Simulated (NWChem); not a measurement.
**A calculation on iodine (I₂)**

```xyz
2

I      0.0000     0.0000     1.3412
I      0.0000     0.0000    -1.3412
```
Charge 0, spin multiplicity 1.

All runs are NWChem calculations. Structure: optimised with PBE0/def2-SVP with def2 effective core potentials on I, a minimum by its harmonic frequencies.

Effective core potentials replace the inner electrons of I; spin-orbit coupling is left out. The correlated methods keep 8 core orbitals frozen.

Worked example. A B2PLYP run in def2-SVP ends its self-consistent part (53 % exact exchange, 47 % B88, 73 % LYP) at -594.76963 Ha, and second-order perturbation theory on those orbitals gives -0.28721 Ha unscaled.

The perturbative term enters with the weight 0.27: -594.76963 + 0.27·(-0.28721) = -594.84718 Ha is the total energy.
